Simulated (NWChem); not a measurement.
Molecule: BeCl, doublet; SMILES [Be][Cl]

```xyz
2

Be     0.0000     0.0000    -1.4880
Cl     0.0000     0.0000     0.3501
```
Atoms are numbered in this order, from 1.

Results from NWChem. Spin-unrestricted. All runs use the structure optimised with PBE0/def2-SVP, spin-unrestricted. The spin multiplicity was typed, not searched, and may not be the lowest. No stability test was run on the SCF state. B3LYP is NWChem's, with the RPA form of VWN correlation.

Predict the results for B3LYP/def2-SVP. Quantities: highest occupied level (eV); lowest empty minus highest occupied level, either spin (eV); dipole (D); <S²>.


```
Quantity                                                     Result
-----------------------------------------------------------  ------
highest occupied level (eV)                                   -6.06
lowest empty minus highest occupied level, either spin (eV)    3.44
dipole (D)                                                     0.81
<S²>                                                          0.751
```
